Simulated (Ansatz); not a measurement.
**CH6BNSi: which of these isomers lies lowest?**

4 of its isomers, all singlets with charge 0: A = `CN1B[SiH2]1`; B = `B1NC[SiH2]1`; C = `BN1C[SiH2]1`; D = `[SiH3]B1CN1`.

Shapes, held fixed at every level: PBE0-D4/def2-TZVP. Programs: Ansatz 0.2.0.

Electronic energies in kJ/mol, without zero-point or thermal terms.

```csv
level,kind,B − A,C − A,D − A
HF/def2-SVP,Hartree–Fock,-16.5,+7.8,+59.3
HF/def2-TZVPP,Hartree–Fock,-13.1,-4.3,+65.7
r2SCAN-D4/def2-TZVPP,meta-GGA,-9.3,+10.4,+69.8
r2SCAN0-D4/def2-TZVPP,global hybrid,-12.7,+9.5,+69.3
MP2/def2-SVP,perturbation theory,-11.2,+20.6,+66.3
MP2/def2-TZVPP,perturbation theory,-11.9,+5.9,+74.1
CCSD(T)/def2-SVP,coupled cluster or CI,-15.0,+22.9,+62.8
CCSD(T)/CBS estimate,coupled cluster or CI,-16.1,+9.2,+71.2
```

The highest level, CCSD(T)/CBS estimate, puts B lowest of these. All levels agree on that. The B − A difference spans -16.5 to -9.3 kJ/mol over the levels. The CBS estimate extrapolates MP2 from def2-TZVPP and def2-QZVPP and adds CCSD(T) − MP2 in the triple-zeta set, cores frozen.
